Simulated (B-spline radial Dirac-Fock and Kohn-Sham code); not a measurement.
# La⁶⁺: non-radiative channels of the 3d3/2 vacancy

System: the La⁶⁺ ion, [Kr] 4d10 5s2 5p3.

The run's input, task.json:

```json
{"items": [{
  "Z": 57,
  "q": 6,
  "cfg": [[1, 0, 2], [2, 0, 2], [2, 1, 6], [3, 0, 2], [3, 1, 6], [3, 2, 10], [4, 0, 2], [4, 1, 6], [4, 2, 10], [5, 0, 2], [5, 1, 3]],
  "A": 139,
  "rrms": 4.855,
  "do": ["binding", "quiet", "decay"],
  "holes": ["K", "L1", "L2", "L3", "M1", "M2", "M3", "M4", "M5", "N1", "N2", "N3", "N4", "N5"]
}]}
```

Run with: `python xray_run.py task.json out`

Model: one-electron (LDA, Dirac) transition rates at Dirac-Fock energies. Program: an atomic code on a B-spline grid. Kinetic energies are configuration averages from the vacuum level; the two-hole energies are estimated from single-hole states.

| transition | kinetic energy (eV) | width (meV) | share (%) |
| --- | --- | --- | --- |
| M4-N1N2 | – | 3.48 | 0.5 |
| M4-N1N3 | 256.5 | 2.65 | 0.4 |
| M4-N2N3 | – | 11.6 | 1.6 |
| M4-N3N3 | 332.9 | 4.46 | 0.6 |
| M4-N1N4 | 357.1 | 77.8 | 10.6 |
| M4-N1N5 | 360.2 | 10.7 | 1.5 |
| M4-N2N4 | – | 64.1 | 8.7 |
| M4-N2N5 | – | 5.51 | 0.7 |
| M4-N3N4 | 435.9 | 142 | 19.3 |
| M4-N3N5 | 440.3 | 5.13 | 0.7 |
| M4-N4N4 | 538.5 | 118 | 16.1 |
| M4-N4N5 | 541.3 | 244 | 33.1 |
| M4-N5N5 | 544.5 | 4.03 | 0.5 |
| M4-N4O1 | 624.0 | 15.0 | 2.0 |
| M4-N4O2 | 642.7 | 6.43 | 0.9 |
| M4-N4O3 | 646.1 | 14.0 | 1.9 |

A dash stands for an energy that rests on an unreliable hole state.

The listed channels hold 99 % of the non-radiative rate. Summed by principal shells, of 0.736 eV in all: MNN 94.4 %, MNO 5.6 %.

Values without a named source are computed, but for edge energies of neutral atoms, which are taken from tables.
